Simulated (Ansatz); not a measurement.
C3H9Cl3GeO3Si, SMILES `C[O][Ge]([O]C)([O]C)[Si](Cl)(Cl)Cl`, relaxed with RKS PBE0-D4/def2-TZVP in Ansatz from a GFN2-xTB geometry. The force threshold is 0.005 eV/Å; the program also tests the step.

The species carries charge 0 and has multiplicity 1.

Start:

```xyz
20

C     1.623   -0.833    2.220
O     0.344   -0.576    1.662
Ge   -0.024   -0.079    0.017
O    -1.759   -0.289   -0.165
C    -2.785    0.263    0.644
O     0.712   -1.289   -1.022
C     0.487   -1.489   -2.408
Si    0.703    2.147   -0.475
Cl    0.269    3.361    1.072
Cl   -0.232    2.815   -2.130
Cl    2.692    2.159   -0.787
H     2.227    0.076    2.262
H     2.156   -1.591    1.646
H     1.451   -1.199    3.233
H    -3.724   -0.155    0.281
H    -2.647   -0.007    1.690
H    -2.816    1.352    0.555
H     1.050   -2.380   -2.688
H     0.843   -0.638   -2.994
H    -0.572   -1.647   -2.613
```

Task: How much energy does the relaxation release, and in how many steps? (Best estimate.)

Result: The calculation gave: 2.51 kcal/mol, in 14 steps.

Task: Which bonds change most? (Best estimate.)

Result: Computed: Si8–Cl11 from 2.014 to 2.041 Å; Si8–Cl10 from 2.014 to 2.041 Å; Si8–Cl9 from 2.014 to 2.041 Å; Ge3–Si8 from 2.392 to 2.405 Å.

Task: Give the relaxed structure. (Best estimate.)

Result: The calculation gave: 
```xyz
20

C     1.599   -0.730    2.192
O     0.262   -0.778    1.735
Ge   -0.110   -0.336    0.075
O    -1.846   -0.504   -0.141
C    -2.728    0.332    0.582
O     0.669   -1.512   -0.973
C     0.542   -1.396   -2.376
Si    0.622    1.901   -0.422
Cl    0.375    3.105    1.207
Cl   -0.457    2.671   -1.972
Cl    2.597    1.901   -0.939
H     2.016    0.284    2.140
H     2.246   -1.406    1.625
H     1.600   -1.042    3.238
H    -3.746    0.058    0.300
H    -2.617    0.201    1.663
H    -2.583    1.392    0.339
H     1.096   -2.222   -2.826
H     0.968   -0.458   -2.753
H    -0.503   -1.460   -2.696
```
